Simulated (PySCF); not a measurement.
CH4Be, SMILES [CH3][BeH], CAM-B3LYP/def2-SVP optimised geometry. Atoms within 1.6 Å of the plane z = 1.2 Å (x, y, z in Å): Be1 (-0.38, 0.08, 0.00), H2 (-1.71, 0.08, 0.00), C3 (1.29, 0.08, 0.00), H5 (1.71, -0.87, -0.37), H6 (1.71, 0.23, 1.01).

Calculation: PySCF with CAM-B3LYP/def2-TZVP.

Map of the electrostatic potential (hartree/e), clipped to [-0.08, 0.12] on the plane z = 1.2 Å:

```
|...............................|
|...............................|
|...............................|
|...............................|
|............:::::..............|
|...........:::::::.............|
|...........::::::::............|
|..........:::::::::............|
|..    ....:::---:::............|
|.       ..::-----::............|
|        ..:-====-:::::::.......|
|         .:-+**+=-::-==-:......|
|         .:=*%%#+--=%@@#=:.....|
|         .-+%@@%*=-#@@@@*-.....|
|         .-*@@@@*==@@@@@%-.....|
|         .-*@@@@*==%@@@@#-.....|
|         .-+%@@@*=-+@@@@=:.....|
|         .:+#@@#+---=++=:......|
|         .:=+##*=-::::::.......|
|         .:-=++=-:::...........|
|        ..:--==--::............|
|..     ...::----:::............|
|..........:::::::::............|
|...........::::::::............|
|...........::::::::............|
|............::::::.............|
|.............::::..............|
|...............................|
|...............................|
|...............................|
|...............................|
```
Scale: ten equal steps from -0.023 (start of ' ') to 0.120 (end of '@'), in the order ' .:-=+*#%@'; x runs from -4.00 to 4.00, y from -4.00 (bottom) to 4.00 (top).
